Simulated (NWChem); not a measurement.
System: Br, doublet

Results from NWChem. Spin-unrestricted. The open p shell is one determinant without spherical averaging. No stability test was run on the SCF state.

Task: Taking PBE0/def2-QZVP as the yardstick, which of these has the fewest basis functions while keeping “highest occupied level (eV)” within 0.2 eV of it: PBE0/def2-TZVP; PBE0/def2-SVP; PBE0/def2-SVPD; PBE0/def2-TZVPP; PBE0/def2-TZVPD; PBE0/STO-3G?

Result: PBE0/def2-SVPD.
```
level            basis functions  highest occupied level (eV)
---------------  ---------------  ---------------------------
PBE0/STO-3G                   18                        -5.28
PBE0/def2-SVP                 32                        -8.54
PBE0/def2-SVPD                41                        -8.79
PBE0/def2-TZVP                48                        -8.76
PBE0/def2-TZVPP               48                        -8.76
PBE0/def2-TZVPD               57                        -8.79
PBE0/def2-QZVP                75                        -8.78
```

The yardstick is one finite set, not the basis-set limit.
